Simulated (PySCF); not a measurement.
selenophene, C₄H₄Se, SMILES c1cc[se]c1, point group C2v.

Level: B3LYP/pcSseg-1 in PySCF (density fitting, grid level 2); geometry and Hessian at that level, cubic constants and property derivatives from steps of ±0.6 along each species' dimensionless normal coordinates, second-order vibrational perturbation theory. The parent has the commonest isotopes.

Equilibrium geometry (Å):

| atom | x | y | z |
| --- | --- | --- | --- |
| C1 | 0.7207 | -0.6735 | -0.1398 |
| C2 | -0.7021 | -0.6915 | 0.0235 |
| C3 | -1.2774 | 0.5333 | 0.1732 |
| Se4 | -0.0031 | 1.9048 | 0.1192 |
| C5 | 1.2841 | 0.5657 | -0.1207 |
| H6 | 1.3078 | -1.5785 | -0.2691 |
| H7 | -1.2803 | -1.6113 | 0.0280 |
| H8 | -2.3275 | 0.7579 | 0.3098 |
| H9 | 2.3320 | 0.8169 | -0.2249 |

**Question.** How much do zero-point and thermal motion change the parent's shieldings?

**Answer.** 
| atom | σe (ppm) | anharmonic part, 0 K | harmonic part, 0 K | Δσ at 0 K | Δσ at 400 K | Δσ at 500 K |
| --- | --- | --- | --- | --- | --- | --- |
| C1 | 46.36 | -1.19 | -2.69 | -3.88 | -4.28 | -4.58 |
| C3 | 34.57 | -1.66 | -2.82 | -4.48 | -5.24 | -5.71 |
| Se4 | 1068.65 | -16.39 | -35.90 | -52.29 | -62.43 | -68.97 |
| H6 | 24.43 | -0.09 | -0.33 | -0.42 | -0.44 | -0.45 |
| H8 | 23.92 | -0.10 | -0.31 | -0.41 | -0.44 | -0.46 |

**Question.** And the bond lengths, in the parent and with ¹³C at 3?

**Answer.** 
```csv
bond,re (Å),⟨r⟩ at 0 K,between mean positions,"⟨r⟩, labelled"
C1–C2,1.4322,1.4402,1.4381,1.4402
C2–C3,1.3614,1.3686,1.3658,1.3684
C3–Se4,1.8729,1.8806,1.8796,1.8804
C1–H6,1.0865,1.1070,1.0900,1.1070
C3–H8,1.0826,1.1024,1.0840,1.1024
```

Spin–orbit effects of the heavy atoms on shieldings are missing.

The study (145 SCF points, 129 basis functions) took 25 min on 1 thread of Arm Neoverse V2, shared host (rough), peak memory 0.67 GiB, launched as `OMP_NUM_THREADS=1 python ens_run.py task.json out`.
